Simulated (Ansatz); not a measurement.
Energy profile

The step: SiHCl₃ ([Cl][SiH]([Cl])[Cl]) + NH₃ → SiNH₃Cl₂ ([NH2][SiH]([Cl])[Cl]) + HCl; bonds formed: Cl2–H6; dative contacts that become bonds: Si1–N7; bonds broken: Si1–Cl2, H6–N7 (atoms numbered as in the saddle structure below).

Si1  (-0.870, 0.168, 0.068)
Cl2  (1.062, 1.541, -1.593)
Cl3  (-1.607, -0.668, -1.612)
Cl4  (-1.823, -0.774, 1.641)
H5  (-1.049, 1.595, 0.307)
H6  (1.314, 0.265, -0.444)
N7  (0.838, -0.431, 0.313)
H8  (0.950, -1.411, 0.064)
H9  (1.186, -0.286, 1.256)
(Å)

Electronic energies by CCSD(T) at an estimated basis limit (MP2 extrapolated from triple and quadruple zeta, plus CCSD(T) − MP2 in triple zeta), on PBE0-D4/def2-TZVP structures; SiNH₄Cl₃, singlet; no counterpoise correction. Computed with Ansatz 0.2.0 (basis: def2-TZVPP and def2-QZVPP); correlated methods freeze the cores. Extrapolation: Hartree–Fock as exp(−7.88 √X), correlation as X^−2.97.

Q: Give the profile in kJ/mol, counted from the separated reactants. (To be estimated.)

A: Computed:
```
                                                                                                                point  kJ/mol
   separated: SiHCl₃ (linked as [Cl][SiH]([Cl])[Cl]; Si1, Cl2, Cl3, Cl4, H5; singlet) + NH₃ (H6, N7, H8, H9; singlet)     0.0
                                                                                                      start structure   -16.9
                                                                                                               saddle    58.9
                                                                                                        end structure    11.2
separated: SiNH₃Cl₂ (linked as [NH2][SiH]([Cl])[Cl]; Si1, Cl3, Cl4, H5, N7, H8, H9; singlet) + HCl (Cl2, H6; singlet)    29.7
```

T1 diagnostic: at most 0.010.

The step is the kind of exchange with an N–H group that builds nitride films in atomic layer and chemical vapour deposition.

For scale, one of the runs: CCSD(T)/def2-TZVPP, 255 basis functions, launched by `ansatz run in.yaml --threads 8 --pin off --events-out ev --progress --plain --max-ram 19148MiB`. The run took 95 s on 8 CPU threads of an Arm Neoverse V2 (shared host), with 5.2 GiB of host memory at its peak.
